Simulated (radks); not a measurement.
Problem. The mean radii <r> (bohr) of the occupied orbitals of an atom or ion are listed with their occupations. Calculated with a radial shooting solver on a logarithmic mesh with Libxc functionals: scalar-relativistic Kohn-Sham, PBEsol, spin-polarised, spherical densities, finite nucleus; Fermi nuclear charge, rms radius of each element as measured or else 0.836 A^(1/3) + 0.57 fm.

orbital  occ.      <r>
1s up       1  0.06094
1s down     1  0.06093
2s up       1   0.2777
2s down     1   0.2774
2p up       3   0.2449
2p down     3   0.2448
3s up       1   0.7416
3s down     1   0.7442
3p up       2   0.7422

Name the element and its charge. Open shells, if any, are filled with parallel spins first.

Solution. Z = 25, manganese, charge +11: Mn11+ in [Ne] 3s2 3p2. The 1s radius gives Z: for a bare nucleus <r> = (2 gamma + 1)/(2Z) with gamma = sqrt(1 - (Z/c)^2), 0.05933 bohr for Z = 25, and screening makes it slightly larger (0.06094 here). The occupations add up to 14, and the charge is Z minus that.
